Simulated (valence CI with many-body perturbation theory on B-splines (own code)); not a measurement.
**Au38+: calculated level list**

Computed by relativistic CI+MBPT: five valence electrons over a frozen Dirac-Fock core [Kr], radial functions for each j: 7 s, 7 p, 8 d, 6 f, 4 g, 1 h, with the one-electron correlation potential Σ1 (screened to all orders), the two-electron term Σ2, the three-electron term Σ3, Breit, model QED; selected single and double excitations, second order for the rest, scaled by the run's own slope (own B-spline code, finite nucleus).

The last digits are not significant, and no measured levels were compared; by estimate large intervals hold to a few tenths of a per cent, small ones and those within an open d or f shell to about a per cent. Among the levels kept, up to 400 cm⁻¹ of a level comes from second order outside the variational space, and about a tenth of that is noise between levels of different J, which matters for small intervals. Only levels of the ground parity were solved; by the run's estimate the other parity begins above the list, which can be wrong where configurations are misplaced.

Levels 1 to 32 of 32, with energies above the lowest level, (4d3/2^4 4d5/2) J=5/2. "Leading %" is the weight of the configuration and term that name the level; weights of strongly mixed levels are sums over their largest components and can fall short, so below about 35 % the name and the second component can differ from the true leading terms, or belong to a minority configuration. In the jj column 3d3/2^4 stands for four electrons in 3d with j = 3/2.

```csv
No.,Configuration,Term,J,E (eV),Leading %,g,Leading jj
1,4d5,4P,5/2,0.000,26,1.311,4d3/2^4 4d5/2 (95 %)
2,4d5,6S,5/2,19.698,37,1.342,4d3/2^3 4d5/2^2 (92 %)
3,4d5,4G,7/2,24.748,33,1.166,4d3/2^3 4d5/2^2 (99 %)
4,4d5,4D,3/2,25.346,40,1.169,4d3/2^3 4d5/2^2 (98 %)
5,4d5,2H,11/2,25.816,43,1.109,4d3/2^3 4d5/2^2 (98 %)
6,4d5,2G,9/2,27.621,30,1.139,4d3/2^3 4d5/2^2 (97 %)
7,4d5,2D,5/2,28.914,31,1.134,4d3/2^3 4d5/2^2 (94 %)
8,4d5,4P,1/2,30.099,42,1.791,4d3/2^3 4d5/2^2 (91 %)
9,4d5,2F,7/2,30.834,40,1.076,4d3/2^3 4d5/2^2 (97 %)
10,4d5,2D,3/2,37.467,60,0.793,4d3/2^3 4d5/2^2 (89 %)
11,4d5,6S,5/2,44.170,32,1.302,4d3/2^2 4d5/2^3 (91 %)
12,4d5,4D,7/2,47.671,52,1.215,4d3/2^2 4d5/2^3 (99 %)
13,4d5,2I,11/2,48.364,50,1.091,4d3/2^2 4d5/2^3 (98 %)
14,4d5,4G,9/2,48.998,61,1.146,4d3/2^2 4d5/2^3 (97 %)
15,4d5,4D,1/2,50.326,77,0.483,4d3/2^2 4d5/2^3 (97 %)
16,4d5,2I,13/2,50.883,100,1.072,4d3/2^2 4d5/2^3 (100 %)
17,4d5,4P,3/2,51.275,53,1.176,4d3/2^2 4d5/2^3 (97 %)
18,4d5,2F,5/2,51.693,42,1.020,4d3/2^2 4d5/2^3 (97 %)
19,4d5,2H,9/2,54.302,52,1.107,4d3/2^2 4d5/2^3 (99 %)
20,4d5,2G,7/2,55.087,61,0.987,4d3/2^2 4d5/2^3 (99 %)
21,4d5,4F,5/2,55.650,64,1.051,4d3/2^2 4d5/2^3 (98 %)
22,4d5,2D,3/2,56.007,85,0.856,4d3/2^2 4d5/2^3 (89 %)
23,4d5,4P,1/2,58.307,43,1.774,4d3/2^2 4d5/2^3 (85 %)
24,4d5,2G,7/2,58.654,46,1.038,4d3/2^2 4d5/2^3 (96 %)
25,4d5,2G,9/2,62.082,78,1.105,4d3/2^2 4d5/2^3 (97 %)
26,4d5,2P,3/2,67.865,74,1.187,4d3/2^2 4d5/2^3 (97 %)
27,4d5,2D,5/2,69.264,74,1.206,4d3/2^2 4d5/2^3 (87 %)
28,4d5,4P,5/2,72.787,32,1.212,4d3/2 4d5/2^4 (91 %)
29,4d5,2F,7/2,76.406,29,1.189,4d3/2 4d5/2^4 (99 %)
30,4d5,2D,3/2,77.575,31,0.985,4d3/2 4d5/2^4 (97 %)
31,4d5,2H,11/2,77.576,56,1.073,4d3/2 4d5/2^4 (99 %)
32,4d5,2G,9/2,80.169,54,1.116,4d3/2 4d5/2^4 (96 %)
```

The ionisation energy to 4d4 3P_0 of the next ion comes out as 1759.8 eV (NIST: 1758 ± 4 eV (theoretical)). All 32 levels together are meant to be complete up to 80.697 eV.
